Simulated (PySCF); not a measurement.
A structure optimised at B3LYP-D3(BJ)/def2-TZVP, used in a PySCF frequency run:

```xyz
7

B      1.4379    -0.0212     0.0000
H      2.0563     0.0024     1.0181
H      2.0563     0.0024    -1.0181
Si    -0.5718    -0.0050     0.0000
H     -0.9587     1.4351     0.0000
H     -1.1693    -0.6321    -1.2049
H     -1.1693    -0.6321     1.2049
```

Question: Write its SMILES, formula and point group.

Answer: B[SiH3], BH5Si, Cs

Question: What are its rotational constants (standard atomic weights)?

Answer: 63.955, 10.840, 10.366 GHz
